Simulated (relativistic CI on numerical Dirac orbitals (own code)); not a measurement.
# Sr XVI: sensitivity of the levels to the model

Base calculation: Dirac-Coulomb-Breit CI, KLI orbitals optimised for each configuration, model QED (radiative potential, 1s self-energy scaled to tabulated hydrogen-like ionisation energies), unscaled Slater integrals.

CI space (outside the closed core [Ne]): 3s2 3p6 3d5, 3s2 3p5 3d6, 3s2 3p4 3d7, 3s 3p6 3d6, 3p6 3d7, 3s2 3p6 3d4 4s, 3s2 3p6 3d4 4p, 3s 3p5 3d7, 3s2 3p6 3d4 4d, 3s2 3p6 3d3 4s2, 3s2 3p6 3d4 4f, 3s2 3p5 3d5 4s, 3s2 3p6 3d3 4s 4p, 3s2 3p4 3d6 4s, 3s2 3p6 3d4 5s, 3s2 3p6 3d3 4p2, 3s2 3p5 3d5 4p, 3s2 3p4 3d6 4p, 3s2 3p6 3d4 5p, 3s2 3p6 3d3 4s 4d, 3s2 3p6 3d4 5d, 3s 3p5 3d6 4s, 3s 3p6 3d5 4s, 3s2 3p6 3d4 5g, 3s2 3p6 3d3 4d2, 3p6 3d5 4s2. Levels of other configurations are missing.

Variants: (1) configuration mixing switched off. Shifts of the energy above 3s2 3p6 3d5 6S_5/2, in cm⁻¹, for the lowest level and the first level of each name with at least 55 % of one term (blank where a level changes its place among those of its configuration and J or its character, or is not in the variant):

```tsv
Level	Base	Δ(1)
3s2 3p6 3d5 6S_5/2	0.0	0.0
3s2 3p6 3d5 4G_7/2	89046.0	-507.8
3s2 3p6 3d5 4G_11/2	89281.6	-944.2
3s2 3p6 3d5 4G_9/2	90499.7	-930.6
3s2 3p6 3d5 4P_3/2	91028.5	+7179.8
3s2 3p6 3d5 4P_1/2	94559.8	+7777.2
3s2 3p6 3d5 4D_7/2	105864.1	+4002.1
3s2 3p6 3d5 4D_1/2	111114.4	+4758.6
3s2 3p6 3d5 4D_5/2	111260.0	+5447.3
3s2 3p6 3d5 4D_3/2	112725.5	+5460.3
3s2 3p6 3d5 2I_11/2	129167.9	-4280.0
3s2 3p6 3d5 2I_13/2	133597.4	-5220.7
3s2 3p6 3d5 2D_3/2	133693.3	+8329.4
3s2 3p6 3d5 2F_7/2	137646.1	+7002.7
3s2 3p6 3d5 4F_9/2	141072.5	+4203.7
3s2 3p6 3d5 4F_5/2	145678.8	+5925.1
3s2 3p6 3d5 4F_3/2	152601.6	+6660.3
3s2 3p6 3d5 2H_9/2	153019.1	+3114.0
3s2 3p6 3d5 2G_7/2	161608.3	+3680.2
3s2 3p6 3d5 2H_11/2	163972.1	+1219.2
3s2 3p6 3d5 2G_9/2	170112.2	+2920.1
3s2 3p6 3d5 2S_1/2	184063.0	+10112.5
```

At this charge energies of transitions that change n are usually good to better than 1 %, and those within a shell (Δn = 0) to a few per cent. Terms inside the open d or f shell come out 10 to 20 % too wide with unscaled integrals.

Ionisation energy from the two ground configurations alone: base 561.963 eV. The NIST ASD value (theoretical) is 562 eV.

LS names give the leading component of a level, which can be under half, so a name can repeat, a term be missing and a line seem to break the LS rules.
